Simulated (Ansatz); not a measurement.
Molecule: CuF2, net charge 1, triplet state. The spin state was set by rule; other spins were not relaxed. 
Coordinates optimised at B3LYP-D3(BJ)/def2-TZVP (Ansatz, a first-principles code):
```
Cu
F 1 1.7108
F 1 1.7108 2 180.00
```
Charge +1, spin multiplicity 3.

Give the harmonic wavenumbers at B3LYP-D3(BJ)/def2-TZVP (Ansatz, finite differences of forces, unscaled).

120, 183, 542, 543 cm⁻¹. Zero-point energy 2.0 kcal/mol.

From these and the geometry, give the ideal-gas thermochemistry at 298.15 K and 1 atm (rigid rotor, harmonic oscillator).

Point group D∞h, rotational symmetry number 2. Rotational constants 4.544, 4.544 GHz. S(trans) 39.76, S(rot) 14.96, S(vib) 6.52, S(elec, spin only) 2.18, S 63.4 cal/(mol K). H(298) - H(0) 3.12 kcal/mol; G - E(el) -13.8 kcal/mol.
